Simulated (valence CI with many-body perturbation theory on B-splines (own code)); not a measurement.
Ba23+: what each term of the Hamiltonian does

Computed by valence CI with perturbative core correlation (CI+MBPT): five valence electrons over a frozen Dirac-Fock core [Ar] 3d10, a basis of 9 s, 9 p, 8 d, 6 f, 3 g, 1 h functions for each j, with the one-electron correlation potential Σ1, the two-electron term Σ2, the three-electron term Σ3, Breit, model QED; selected CI, second order for the rest (own B-spline code, finite nucleus).

No measured spectrum was set against this ion. As an estimate, levels hold to about 250 cm⁻¹ or 0.2 % of their energy and the worst to 1 %, as in measured heavy ions of charge 2 to 7; those with d or f electrons hold less well. Among the levels kept, up to 270 cm⁻¹ of a level comes from second order outside the variational space, and about a tenth of that is noise between levels of different J, which matters for small intervals.

Each rung adds one term. CI alone is the Dirac-Coulomb CI over the frozen core; QED comes last and gives the full result, which names the levels. Energies are above (4s^2 4p1/2^2 4p3/2) J=3/2 on the same rung, in eV.

Levels are named by their leading jj configuration (3d3/2^4 stands for four electrons in 3d with j = 3/2), which in mixed levels can hold well under half, so a name can repeat and another be missing. Letters in brackets count levels of one name in rising energy.

```csv
Level,CI alone,Σ1,Σ2,Σ3,Breit,QED,Full
(4s^2 4p1/2 4p3/2^2) J=3/2,16.87,+0.114,+0.108,+0.012,-0.249,+0.033,16.89
(4s^2 4p1/2 4p3/2^2) J=5/2,20.33,+0.119,+0.057,+0.001,-0.272,+0.033,20.26
(4s^2 4p1/2 4p3/2^2) J=1/2,24.79,+0.122,-0.022,-0.018,-0.252,+0.032,24.65
(4s^2 4p3/2^3) J=3/2,41.97,+0.240,+0.103,-0.005,-0.515,+0.065,41.86
(4s 4p1/2^2 4p3/2^2) J=5/2,71.05,+0.098,+0.243,+0.043,-0.049,-0.301,71.08
(4s 4p1/2^2 4p3/2^2) J=3/2,79.59,+0.106,+0.050,+0.036,-0.087,-0.274,79.42
(4s 4p1/2^2 4p3/2^2) J=1/2,80.46,+0.121,+0.041,+0.021,-0.066,-0.297,80.28
(4s 4p1/2 4p3/2^3) J=3/2 [a],90.70,+0.128,+0.205,+0.043,-0.249,-0.193,90.63
(4s^2 4p1/2^2 4d3/2) J=3/2,94.50,+0.036,-0.134,+0.022,-0.196,-0.127,94.10
(4s 4p1/2 4p3/2^3) J=5/2,95.91,+0.201,+0.154,+0.035,-0.321,-0.243,95.74
(4s^2 4p1/2^2 4d5/2) J=5/2,99.52,+0.005,-0.181,+0.029,-0.304,-0.039,99.03
(4s 4p1/2 4p3/2^3) J=1/2,101.45,+0.187,-0.141,+0.026,-0.303,-0.222,100.99
(4s 4p1/2 4p3/2^3) J=3/2 [b],102.69,+0.156,-0.102,+0.038,-0.345,-0.174,102.26
(4s^2 4p1/2 4p3/2 4d3/2) J=5/2 [a],108.59,+0.063,+0.066,+0.047,-0.442,-0.013,108.32
(4s^2 4p1/2 4p3/2 4d3/2) J=1/2 [a],110.27,+0.092,-0.063,+0.038,-0.412,-0.044,109.88
(4s^2 4p1/2 4p3/2 4d3/2) J=7/2,111.11,+0.073,+0.047,+0.041,-0.478,-0.007,110.79
(4s^2 4p1/2 4p3/2 4d3/2) J=3/2 [a],112.28,+0.111,-0.313,+0.026,-0.407,-0.074,111.62
(4s^2 4p1/2 4p3/2 4d5/2) J=7/2 [a],112.49,+0.099,+0.037,+0.050,-0.534,0.000,112.14
(4s^2 4p1/2 4p3/2 4d5/2) J=9/2,115.88,+0.109,+0.018,+0.037,-0.580,+0.001,115.46
```

The middle columns are the shifts that each term adds.

Q: How does the ionisation energy move along the ladder, and which term matters most?

A: CI alone 753.30, + Σ1 754.60, + Σ2 754.66, + Σ3 754.44, + Breit 754.06, + QED 754.05 eV. The largest step is Σ1, 1.30 eV. NIST lists 752 ± 4 eV (theoretical).
